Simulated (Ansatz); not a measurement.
`[OH][GeH2][SiH](O)O` + H₂ → `O[SiH](O)[GeH3]` + H₂O  (hydrogenolysis of a Ge–O bond)

Computed with Ansatz on PBE0-D4/def2-TZVP structures; ΔE is electronic, products minus reactants. CCSD(T)/CBS is the MP2 limit (def2-TZVPP, def2-QZVPP) plus CCSD(T) − MP2 in def2-TZVPP, frozen cores. This one scheme is used for every species. DFT in def2-TZVPP. B3LYP here is the variant with VWN-RPA as its local correlation; programs differ in this. For Ge outer-core shells are correlated without core-valence functions, which leaves a few kJ/mol of doubt a bond. Scalar relativity is left out up to krypton. One conformer a species, not always the lowest.

```csv
level,ΔE (kJ/mol),difference from CCSD(T)/CBS
PBE-D4,4.9,1.2
r2SCAN-D4,8.9,5.2
B3LYP-D4,9.4,5.7
ωB97X-V,9.4,5.7
PBE,1.0,-2.7
r2SCAN,7.9,4.2
PBE0,-2.7,-6.4
B3LYP,3.1,-0.6
HF/def2-TZVPP,-1.2,-4.9
MP2/def2-TZVPP,12.1,8.4
SCS-MP2/def2-TZVPP,11.8,8.1
CCSD(T)/def2-TZVPP,6.3,2.6
MP2/def2-QZVPP,10.2,6.5
HF/CBS(def2),-2.4,-6.1
MP2/CBS(def2),9.5,5.8
CCSD/CBS(def2),0.3,-3.4
CCSD(T)/CBS,3.7,0
```

Largest T1 diagnostic among the species: 0.012.

In def2-TZVPP, CCSD(T) changes the Hartree–Fock value by +7.5 kJ/mol (the triples alone add +3.4 kJ/mol) and MP2 by +13.3 kJ/mol. From PBE to PBE0 (25 % exact exchange), in def2-TZVPP and without D4, ΔE moves by −3.7 kJ/mol. The D4 term adds +6.4 kJ/mol with B3LYP and +3.4 kJ/mol with PBE0; it sums over pairs of atoms, weighted by their polarisabilities, and B3LYP, whose exchange is more repulsive, gets the larger term.
